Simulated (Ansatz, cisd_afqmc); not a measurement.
Species: CHClF₂, charge 0, singlet. CHClF2 (chloro(difluoro)methane, SMILES FC(F)Cl).
B3LYP-D3(BJ)/def2-TZVP minimum from Ansatz (a first-principles code):
```
C
F 1 1.3432
F 1 1.3432 2 108.21
H 1 1.0879 2 110.03 3 120.24
Cl 1 1.7787 4 109.10 3 120.43
```
Charge 0, spin multiplicity 1.

Total energies in cc-pV(T+d)Z, 26 correlated electrons, 8 frozen orbitals. UHF or UKS for unpaired electrons; spin-orbit terms are left out. Correlated methods leave the cores frozen. No relativity. AFQMC is phaseless with a CISD trial state; ± is one standard error, without the phaseless bias. Outlying blocks are dropped, and bars are widened where a walk drifts. Over all cases where full CI ran beside it in this data, AFQMC minus full CI had a median of +0.1 mEh and passed +0.4 mEh in a tenth of the cases.

| method | program | energy (Eh) | minus AFQMC/CISD (mEh) |
|---|---|---|---|
| HF | Ansatz | -696.93205 | 907.8 ± 0.4 |
| MP2 | Ansatz | -697.78644 | 53.4 ± 0.4 |
| CCSD | Ansatz | -697.80624 | 33.6 ± 0.4 |
| CCSD(T) | Ansatz | -697.83745 | 2.4 ± 0.4 |
| AFQMC/CISD | cisd_afqmc | -697.8398 ± 0.0004 | 0.0 |
